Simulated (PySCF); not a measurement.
# One change to the structure, seen by NMR

Starting compound: `Cc1ncnnc1O[SiH3]`, C₄H₇N₃OSi.

¹H NMR (400 MHz, computed): δ 9.53 (s, 1H), 5.20 (s, 3H), 2.71 (s, 3H). ¹³C{¹H} NMR (computed): δ 169.1 (C), 158.6 (CH), 156.3 (C), 22.8 (CH3).

Calculated, not measured (PySCF): σ from GIAO-PBE0/pcSseg-1, GFN2-xTB structure. One conformer, non-relativistic Hamiltonian, no solvent model, equivalent nuclei averaged.

References, each an isolated molecule treated in the same way: ¹H, ¹³C against TMS. Where no couplings were computed, multiplicities follow the n + 1 count of equivalent neighbours, and m marks all less simple cases (inequivalent or close neighbours, rings, F or P nearby). Shifts are as computed. Against solution values, carbons near 30 ppm lie about +3 ppm off and those near 130 ppm about +5 ppm. Of 1211 compounds with measured shifts, 218 miss one by over three times the rms of a fit or turn the order of signals round; such compounds aren't used in these exercises.

Product 1. ¹H NMR (400 MHz, computed): δ 9.47 (s, 1H), 5.44 (q, 2H), 3.67 (t, 3H), 2.71 (s, 3H). ¹³C{¹H} NMR (computed): δ 168.7 (C), 157.9 (C), 157.7 (CH), 22.8 (CH3).

Product 2. ¹H NMR (400 MHz, computed): δ 9.06 (s, 1H), 5.19 (s, 3H), 4.23 (s, 3H). ¹³C{¹H} NMR (computed): δ 162.4 (C), 160.8 (C), 156.3 (CH), 55.7 (CH3).

Product 3. ¹H NMR (400 MHz, computed): δ 9.51 (s, 1H), 5.52 (m, 2H), 2.67 (m, 2H). ¹³C{¹H} NMR (computed): δ 174.5 (C), 156.9 (CH), 155.0 (C), 16.6 (CH2).

Product 4. ¹H NMR (400 MHz, computed): δ 10.63 (s, 1H), 10.10 (s, 1H), 5.34 (s, 3H). ¹³C{¹H} NMR (computed): δ 202.0 (CH), 164.9 (C), 159.2 (CH), 137.6 (C).

**Question.** Each product comes from one edit: O inserted into a C-C bond (`COc1ncnnc1O[SiH3]`); SiH2 inserted into a O-Si bond (`Cc1ncnnc1O[SiH2][SiH3]`); CH2 replaced by C=O (`O=Cc1ncnnc1O[SiH3]`); ring closed by a new Si-C bond (`c1nnc2c(n1)C[SiH2]O2`). Which is which?

**Answer.** 
- Product 1: SiH2 inserted into a O-Si bond, Cc1ncnnc1O[SiH2][SiH3]. δC 157.7: aromatic CH between two ring heteroatoms. δH 9.47: hydrogen on an aromatic CH between two ring heteroatoms; it sits in the deshielding region of the aromatic ring current.
- Product 2: O inserted into a C-C bond, COc1ncnnc1O[SiH3]. δC 55.7: methyl carbon bonded to O; pulled downfield by the heteroatom. δH 9.06: hydrogen on an aromatic CH between two ring heteroatoms; aromatic region.
- Product 3: ring closed by a new Si-C bond, c1nnc2c(n1)C[SiH2]O2. δC 155.0: substituted aromatic carbon next to a ring nitrogen. δH 9.51: hydrogen on an aromatic CH between two ring heteroatoms; it sits in the deshielding region of the aromatic ring current.
- Product 4: CH2 replaced by C=O, O=Cc1ncnnc1O[SiH3]. δH 10.63: hydrogen on an aldehyde carbonyl carbon; the formyl region, downfield of aromatic protons. δH 10.10: hydrogen on an aromatic CH between two ring heteroatoms; ring-current deshielding.
